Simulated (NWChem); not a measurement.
# BAsH$_{2}$F$_{2}$; SMILES FB(F)[AsH2]

```xyz
6

B     -0.0093     1.0228     0.0000
As     0.0304    -1.0132     0.0000
H     -0.9940    -1.1304     1.1164
H     -0.9940    -1.1304    -1.1164
F      0.0287     1.7103    -1.1239
F      0.0287     1.7103     1.1239
```
Atoms are numbered in this order, from 1.

Level: PBE0/def2-SVP (NWChem), optimised geometry, unscaled harmonic frequencies. 

```json
[
 {"frequency (cm⁻¹)": "133", "IR intensity (km/mol)": "2.5"},
 {"frequency (cm⁻¹)": "221", "IR intensity (km/mol)": "0.7"},
 {"frequency (cm⁻¹)": "306", "IR intensity (km/mol)": "4.7"},
 {"frequency (cm⁻¹)": "427", "IR intensity (km/mol)": "25.8"},
 {"frequency (cm⁻¹)": "609", "IR intensity (km/mol)": "23.4"},
 {"frequency (cm⁻¹)": "682", "IR intensity (km/mol)": "16.0"},
 {"frequency (cm⁻¹)": "692", "IR intensity (km/mol)": "2.4"},
 {"frequency (cm⁻¹)": "995", "IR intensity (km/mol)": "35.9"},
 {"frequency (cm⁻¹)": "1231", "IR intensity (km/mol)": "371.9"},
 {"frequency (cm⁻¹)": "1417", "IR intensity (km/mol)": "245.1"},
 {"frequency (cm⁻¹)": "2243", "IR intensity (km/mol)": "50.9"},
 {"frequency (cm⁻¹)": "2259", "IR intensity (km/mol)": "72.6"}
]
```

```json
{
 "zero_point_energy": "16.0 kcal/mol",
 "thermal correction to the enthalpy at 298.15 K (with zero-point energy)": "19.9 kcal/mol",
 "heat capacity Cv": "16.2 cal/(mol K)",
 "entropy at 298.15 K and 1 atm (symmetry number 1)": "75.0 cal/(mol K)",
 "dipole_moment": "0.89 D"
}
```

Rigid rotor and harmonic oscillator.
